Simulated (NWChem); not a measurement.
TiH2I2; SMILES [TiH2]([I])[I]

Program: NWChem. Coordinates come from a PBE0/def2-SVP optimisation. def2 effective core potentials on I; no spin-orbit coupling. Static field.

```json
[
 {"level": "PBE/def2-SVPD", "isotropic polarisability (bohr³)": "120.3", "anisotropy (bohr³)": "71.0"},
 {"level": "B3LYP/def2-SVPD", "isotropic polarisability (bohr³)": "117.5", "anisotropy (bohr³)": "66.3"},
 {"level": "BHandHLYP/def2-SVPD", "isotropic polarisability (bohr³)": "…", "anisotropy (bohr³)": "…"}
]
```

### Question
What belongs in the gaps?

### Answer

- BHandHLYP/def2-SVPD, isotropic polarisability (bohr³): 112.8
- BHandHLYP/def2-SVPD, anisotropy (bohr³): 57.1
